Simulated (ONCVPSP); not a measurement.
**Before and after: ONCV potential for Ni (Z = 28)**

Ni, optimised norm-conserving Vanderbilt (ONCV), made with ONCVPSP 4.0.1 (LDA (Perdew-Wang 92), scalar-relativistic). Core [Ne], reference 3s2 3p6 3d8 4s2. Waves: 3s+4s: rc 1.40 bohr, ncon 4, nbas 8, qcut 9.5 1/bohr, 2 projectors; 3p: rc 1.25 bohr, ncon 4, nbas 8, qcut 13.2 1/bohr, 2 projectors, debl 2.7 Ha; 3d: rc 0.80 bohr, ncon 4, nbas 7, qcut 11.9 1/bohr, 3 projectors, debl 2.8 Ha. Local part: polynomial inside 0.50 bohr (lpopt 3, dvloc0 0 Ha). Core correction: Teter function, fcfact 3.25, rcfact 1.75.

All-electron outer shells of the reference configuration (LDA (PZ), scalar-relativistic, ld1.x):

```csv
shell,level (eV),outermost node (bohr),outermost maximum (bohr)
2p,-844.17,–,0.16
3s,-110.50,0.30,0.64
3p,-71.26,0.27,0.65
3d,-9.14,–,0.63
4s,-5.87,0.92,2.21
```

Change: s: qcut 10.3; p: qcut 14.3; d: qcut 12.9.

Cutoffs: the cutoffs (Ha) at which the residual kinetic energy of the hardest occupied pseudo-wave falls to 1 and 0.1 mHa per electron; they do not see the model core or the augmentation charge, which bear on the density cutoff. Errors are all-electron minus pseudo energies relative to the spin-unpolarised reference configuration.

**Question.** Predict the effect on cutoff, ghosts and configuration errors.

**Answer.** The potential gets neither clearly harder nor softer (260 Ha and 308 Ha → 245 Ha and 288 Ha); the bound ghost in d disappears; the lowest positive-energy flag moves from s at 222.5 eV to d at 27.6 eV; of the 4 tests that both files solve, the error grows in 1 and shrinks in 2 by more than 15 % and 0.3 meV (median size 0.7 → 0.5 meV).

```csv
quantity,base,changed
"cutoff, loose",260 Ha,245 Ha
"cutoff, tight",308 Ha,288 Ha
loose cutoff by channel,"s 23 Ha, p 45 Ha, d 260 Ha","s 28 Ha, p 46 Ha, d 245 Ha"
bound ghosts,d,none
GHOST(+) flags under 300 eV,s at 222.5 eV,"d at 27.6 eV, s at 230.5 eV"
"error for 3s2 3p6 3d8 4s1, meV [ΔE 9.59 eV]",-0.5,-0.5
"error for 3s2 3p6 3d8 4s0, meV [ΔE 27.25 eV]",-0.4,0.0
"error for 3s2 3p6 3d7 4s0, meV [ΔE 65.05 eV]",-5.9,-8.7
"error for 3s2 3p6 3d8 4s0 4p2, meV [ΔE 9.68 eV]",-0.9,-0.6
s: phases at 1.42 bohr within 0.05 rad from the reference energy up to (Ha; the scan ends near 5),to the end of the scan,to the end of the scan
p: phases at 1.27 bohr within 0.05 rad from the reference energy up to (Ha; the scan ends near 5),to the end of the scan,to the end of the scan
d: phases at 0.81 bohr within 0.05 rad from the reference energy up to (Ha; the scan ends near 5),n/a,to the end of the scan
"rms error of d²Exc/dni dnj with the model core, mHa",1.82,1.84
```

 A true bound ghost makes a file unfit for plane-wave use even where its test errors are small: the radial tests pick states by their node count and pass the ghost by.
